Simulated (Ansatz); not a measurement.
## Pulling the pair apart

The pair of F⁻ (SMILES [F-], atom 1) and H$_{2}$O$_{2}$ (SMILES OO, atoms 2–5), both closed shells, in one local arrangement (a lower one may exist), relaxed at PBE0-D4/def2-TZVPD:

F1  (-0.285, 0.281, -1.449)
O2  (0.748, -0.554, 0.649)
O3  (-0.411, 0.223, 1.037)
H4  (0.629, -0.414, -0.339)
H5  (-0.681, 0.464, 0.102)
(Å)

H$_{2}$O$_{2}$ is shifted rigidly along the line between the mean atom positions of the two fragments (negative: closer). Counterpoise interaction energies in kcal/mol. Program: Ansatz 0.2.0. Basis: def2-TZVPPD. Cores are frozen in the correlated methods.

| shift (Å) | HF | PBE-D4 | PBE0-D4 |
| --- | --- | --- | --- |
| -0.16 | -47.83 | -49.40 | -51.82 |
| -0.08 | -50.13 | -51.62 | -53.68 |
| 0.00 | -51.03 | -52.46 | -54.20 |
| 0.08 | -50.92 | -52.30 | -53.75 |
| 0.19 | -49.60 | -50.92 | -52.01 |
| 0.40 | -45.23 | -46.47 | -47.04 |
| 0.80 | -35.44 | -36.49 | -36.44 |
| 1.60 | -21.31 | -21.90 | -21.48 |

Problem. What does CCSD(T) give at these shifts? (Judge from chemistry; the value comes from the calculation.)

Solution. By the calculation: -47.94, -50.18, -51.02, -50.85, -49.44, -44.92, -34.92, -20.57 kcal/mol. For zero shift, CCSD(T) at an estimated basis limit (MP2 extrapolated from triple and quadruple zeta, plus CCSD(T) − MP2 in triple zeta) gives -52.75 kcal/mol. These are counterpoise interaction energies, counted from the two frozen fragments.

T1 diagnostic: at most 0.018.

For scale, one of the runs: CCSD(T)/def2-TZVPPD, 154 basis functions, launched by `ansatz run in.yaml --threads 2 --pin off --events-out ev --progress --plain --max-ram 5222MiB`. Time: 25 s of wall clock on 2 CPU threads of an Arm Neoverse V2; the host was shared. Peak host memory: 1.2 GiB.
